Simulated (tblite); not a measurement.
Compound: C₈H₉O (doublet state).
SMILES with atom numbers: `[CH3:1][CH2:2][c:3]1[c:4][c:5]([OH:6])[cH:7][cH:8][cH:9]1` (hydrogens: H10, H11, H12 on C1; H13, H14 on C2; H15 on O6; H16 on C7; H17 on C8; H18 on C9)

Structure used (GFN2-xTB), in Å, numbered top down from 1:
```xyz
18
C8H9O angstrom
C      2.583    0.310   -0.379
C      1.703   -0.065    0.814
C      0.259   -0.135    0.403
C     -0.592    0.925    0.512
C     -1.907    0.936    0.126
O     -2.736    2.008    0.252
C     -2.410   -0.245   -0.431
C     -1.586   -1.345   -0.567
C     -0.266   -1.304   -0.160
H      2.487   -0.430   -1.171
H      3.627    0.363   -0.078
H      2.287    1.277   -0.779
H      1.825    0.681    1.601
H      2.017   -1.034    1.206
H     -2.250    2.741    0.647
H     -3.443   -0.258   -0.743
H     -1.984   -2.252   -0.999
H      0.375   -2.168   -0.265
```

All values are computed: GFN2-xTB (tblite) harmonic vibrations without scaling, gas phase. This tight-binding method is rough: wavenumbers can miss measured ones by several per cent, in bad cases by 10 to 20. One conformer, not necessarily the lowest. Open shells enter through the occupations alone, without spin polarisation, and single modes of such species can be off by tens of per cent.

Harmonic wavenumbers (cm⁻¹): 31.6, 121.9, 191.4, 206.3, 282.3, 290.1, 402.1, 405.7, 452.4, 476.5, 513.2, 575.8, 626.1, 733.5, 786.7, 820.1, 837.9, 895.5, 935.6, 965.7, 1030.6, 1068.3, 1079.9, 1106.7, 1130.3, 1168.1, 1220.3, 1241.9, 1282.4, 1307.1, 1316.1, 1408.2, 1429.0, 1453.3, 1481.2, 1496.7, 1504.5, 1527.2, 1623.9, 2977.0, 2990.3, 3032.6, 3035.6, 3041.4, 3064.1, 3077.1, 3093.1, 3525.1.

A = 3091, B = 1158, C = 904.5 MHz; mass 121.065 u (most abundant isotopes); point group C1, symmetry number 1; spin multiplicity 2.

Problem. What is the zero-point energy?

Solution. ½Σν̃ = 31631 cm⁻¹ = 378.39 kJ/mol.

Problem. Entropy at 200 K, 1 bar (ideal gas, RRHO, classical rotation)?

Solution. Translation 160.37, rotation 116.30, vibration 59.44, spin (R ln 2) 5.76: S = 341.9 J/(mol K).

Problem. And Cp and H(200 K) − H(0)?

Solution. Cp = 104.89 J/(mol K), of which vibrations give 71.63 (their classical limit is 48 R = 399.1); H(200 K) − H(0) = 13.20 kJ/mol without the zero-point energy, 6.55 from vibrations.

Problem. Which modes carry the vibrational entropy at 200 K?

Solution. 31.6 cm⁻¹: 20.65; 121.9 cm⁻¹: 9.67; 191.4 cm⁻¹: 6.28; 206.3 cm⁻¹: 5.76; 282.3 cm⁻¹: 3.72; 290.1 cm⁻¹: 3.56 J/(mol K); the other 42 give 9.81 together.

Problem. Blend soft modes into free rotors: weight 1/[1 + (100 cm⁻¹/ν̃)⁴] for the oscillator and the rest for a rotor with moment μB/(μ + B), μ = h/(8π²ν), B = 10⁻⁴⁴ kg m². What vibrational entropy results?

Solution. 54.13 J/(mol K) in place of 59.44, which changes −T·S at 200 K by +1.06 kJ/mol.

Problem. How do the functions run with temperature in this model?

Solution. 
| T (K) | S (J/(mol K)) | Cp (J/(mol K)) | H − H(0) (kJ/mol) | G − H(0) (kJ/mol) | ln q(vib) |
| --- | --- | --- | --- | --- | --- |
| 50 | 247.3 | 46.4 | 1.98 | -10.38 | 0.55 |
| 100 | 284.8 | 64.6 | 4.74 | -23.74 | 1.36 |
| 298.15 | 391.4 | 146.4 | 25.52 | -91.19 | 5.22 |
| 373.15 | 427.7 | 177.5 | 37.68 | -121.91 | 6.83 |
| 500 | 486.3 | 223.3 | 63.21 | -179.92 | 9.64 |
| 750 | 589.7 | 286.2 | 127.54 | -314.76 | 15.22 |
| 1000 | 677.9 | 326.1 | 204.42 | -473.50 | 20.54 |

q(vib) and H(0) count from the zero-point level.

Hindered rotation and anharmonicity are outside this model. Other conformers, if any are populated, would add a mixing term that is left out. The structure is chiral; the term R ln 2 for an equal mix with its mirror image is left out.
